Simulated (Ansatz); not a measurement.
Wavefunction ladder for `[AlH2][SiH2][SiH2]Cl`

```xyz
10

Al    1.3317    1.2638   -0.1191
Si   -0.9993    0.6167   -0.6430
Si   -0.5703   -1.3962    0.4606
Cl    1.5162   -1.0475    0.8966
H     2.4095    1.1568   -1.2779
H     1.5575    2.1623    1.1689
H    -1.3947    0.2851   -2.0404
H    -2.1535    1.2709    0.0342
H    -1.1554   -1.6320    1.8041
H    -0.5416   -2.6799   -0.2839
```

The species carries charge 0 and has multiplicity 1. Geometry: relaxed with PBE0-D4/def2-TZVP. It is one conformer, not always the lowest. Frozen core, restricted reference, Ansatz 0.2.0. CBS rows extrapolate triple and quadruple zeta; past MP2 they add the triple-zeta difference.

```json
{"basis": "def2-SVP", "HF (Eh)": "-1282.40298", "MP2 corr.": "-0.40064", "CCSD corr.": "-0.46776", "(T)": "-0.01214", "CCSD(T) total": "-1282.88288"}
{"basis": "def2-TZVPP", "HF (Eh)": "-1282.85016", "MP2 corr.": "-0.52531", "CCSD corr.": "-0.59519", "(T)": "-0.02360", "CCSD(T) total": "-1283.46895"}
{"basis": "def2-QZVPP", "HF (Eh)": "-1282.88770", "MP2 corr.": "-0.56997", "CCSD corr.": "–", "(T)": "–", "CCSD(T) total": "–"}
{"basis": "CBS(def2)", "HF (Eh)": "-1282.89287", "MP2 corr.": "-0.60305", "CCSD corr.": "-0.67293", "(T)": "as TZ", "CCSD(T) total": "-1283.58940"}
```
